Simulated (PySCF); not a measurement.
How methods differ on the excitation energy of C

C [He] 2s2 2p2 (3P) → C [He] 2s2 2p1 3s1, s spin flipped, as a difference of total energies. Calculation: PySCF 2.14, in aug-cc-pwCVDZ (5s4p2d, 27 functions); no relativity, point nucleus. Correlated levels: valence: 1s2 frozen. The calculations carry no spin-orbit coupling.

| method | excitation energy (eV) |
| --- | --- |
| UHF | 7.863 |
| MP2 (valence) | 8.009 |
| SCS-MP2 (valence) | 7.909 |

**Question.** How much does correlation contribute at MP2 (valence)?

**Answer.** 8.009 − (7.863) = 0.146 eV, measured against UHF.

The upper determinant mixes two multiplicities, so it lies between the two terms.

The promoted electron is Rydberg-like, and one or two diffuse shells describe it only roughly, which tends to raise the upper state.
